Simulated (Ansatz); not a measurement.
C4H12Ge, charge -1, doublet, at the geometry of the source list (a state made from the parent by changing its charge; the spin is typed, not shown lowest) (a gas-phase anion, which may not be bound at this level); R2SCAN/STO-3G (Ansatz, a quantum-chemistry and plane-wave program).

Here is a job for Ansatz.
Ansatz 0.2 input:
```yaml
crystal:
  periodic: [false, false, false]
  atoms:
    - {symbol: Ge, position_ang: [0.73830000, 1.69310000, 0.19690000]}
    - {symbol: C, position_ang: [-0.05660000, -0.13480000, -0.01790000]}
    - {symbol: C, position_ang: [-0.23480000, -0.76880000, 1.35770000]}
    - {symbol: C, position_ang: [0.87540000, -0.99630000, -0.86300000]}
    - {symbol: C, position_ang: [-1.41360000, -0.01690000, -0.70370000]}
    - {symbol: H, position_ang: [1.96980000, 1.67370000, 1.04740000]}
    - {symbol: H, position_ang: [1.12640000, 2.30020000, -1.12050000]}
    - {symbol: H, position_ang: [-0.22250000, 2.64310000, 0.84550000]}
    - {symbol: H, position_ang: [-0.66120000, -1.77000000, 1.26630000]}
    - {symbol: H, position_ang: [0.72300000, -0.85220000, 1.86990000]}
    - {symbol: H, position_ang: [-0.90450000, -0.16830000, 1.97240000]}
    - {symbol: H, position_ang: [1.84840000, -1.09430000, -0.38190000]}
    - {symbol: H, position_ang: [1.02290000, -0.55210000, -1.84820000]}
    - {symbol: H, position_ang: [0.45900000, -1.99480000, -0.99710000]}
    - {symbol: H, position_ang: [-1.30850000, 0.41750000, -1.69900000]}
    - {symbol: H, position_ang: [-2.08280000, 0.61920000, -0.11980000]}
    - {symbol: H, position_ang: [-1.87860000, -0.99840000, -0.80510000]}
basis:
  gaussian:
    orbitals: STO-3G
hamiltonian:
  xc: r2scan
total_charge: -1
magnetization: {spin_polarized: true, initial_magnetization: 1}
accuracy: high
```

Task: What does Ansatz print? Leave out banner, timings and long lists.

Result: 
```
Functional definition: r2SCAN
1046 factors; integrals over basis functions are off by at most 3.9e-9 eV
mean field evaluation 1: about -60140.6708 eV, gradient 4.4e1 eV
mean field evaluation 2: about -60145.1519 eV, gradient 2.6e1 eV
mean field evaluation 4: about -60150.4398 eV, gradient 2.5e0 eV
mean field evaluation 8: about -60150.3434 eV, gradient 1.3e-1 eV
mean field evaluation 16: about -60150.3436 eV, gradient 6.7e-5 eV
mean field -60150.34357282 eV, -2210.4843549339 hartree, gradient 9.8e-8 eV, S^2 0.752630; 1 other end points of the search recorded, 0 dependent functions left out
reference -60150.34357419 eV, -2210.4843549844 hartree; 35, 34 occupied and 15, 16 virtual orbitals, 1046 factors
Total energy: -60150.34357419 eV, -2210.4843549844 hartree
```
